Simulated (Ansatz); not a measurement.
A nudged elastic band was laid between two geometries of Cl3F2HW (7 atoms, charge 0, multiplicity 1).

Computed with RKS PBE/def2-SVP in Ansatz.

* movable images: 7
* climbing image: yes
* spring: 5.0 eV/Å²
* optimiser: quadratic models (default)
* start path: through a guess of the saddle point
* force threshold: 0.05 eV/Å
* iteration limit: 60
* end points: relaxed

Image 0:

```xyz
7
Properties=species:S:1:pos:R:3
W 0.026 0.090 -0.026
H 0.194 -0.100 1.678
F 1.892 0.136 0.196
Cl 0.016 2.345 0.310
Cl -2.234 0.062 0.274
F 0.001 -1.780 0.167
Cl 0.375 -0.213 -2.330
```

Image 8:

```xyz
7
Properties=species:S:1:pos:R:3
W -0.441 0.057 -0.123
H 1.439 0.013 1.321
F 1.892 -0.101 0.474
Cl -0.249 2.279 0.338
Cl -2.707 0.035 -0.009
F -0.327 -1.727 0.392
Cl 0.663 -0.017 -2.123
```

Problem. What changes between the two ends?

Solution. Bonds broken: W1–H2. Bonds formed: H2–F3.

Problem. Give the energies along the band, and the barrier.

Solution. The forces met the threshold. The highest image is number 6 of 0 to 8, 1.22 eV above the first end and 0.03 eV above the last; the last end lies 1.19 eV above the first. Beside the main top the profile has a ripple of under 15 meV (maxima at images 1, 6), which may be a very shallow well or noise. A vibrational analysis at the climbing image gives one clearly imaginary mode, 432i cm⁻¹: a first-order saddle point. The orbitals stay closed-shell, which can raise the energy where a bond breaks towards radicals; this wasn't checked here.

| image | path coordinate (Å) | energy (eV) | W1–H2 (Å) | H2–F3 (Å) |
| --- | --- | --- | --- | --- |
| 0 | 0.00 | 0.00 | 1.72 | 2.27 |
| 1 | 0.38 | 0.01 | 1.72 | 2.24 |
| 2 | 0.75 | 0.00 | 1.71 | 2.25 |
| 3 | 1.13 | 0.03 | 1.70 | 2.16 |
| 4 | 1.51 | 0.24 | 1.67 | 1.90 |
| 5 | 1.89 | 0.83 | 1.69 | 1.52 |
| 6 | 2.26 | 1.22 | 1.88 | 1.12 |
| 7 | 2.49 | 1.19 | 2.13 | 1.00 |
| 8 | 2.71 | 1.19 | 2.37 | 0.97 |

Problem. What is the geometry of the highest image?

Solution. 
```xyz
7
Properties=species:S:1:pos:R:3
W -0.305 0.047 -0.070
H 1.089 0.058 1.197
F 1.882 -0.089 0.425
Cl -0.211 2.276 0.381
Cl -2.583 0.009 0.017
F -0.269 -1.742 0.442
Cl 0.667 -0.017 -2.123
```

Run time: 4.3 min on 4 threads of Arm Neoverse V1, with other jobs on the host, peak memory 0.29 GiB.
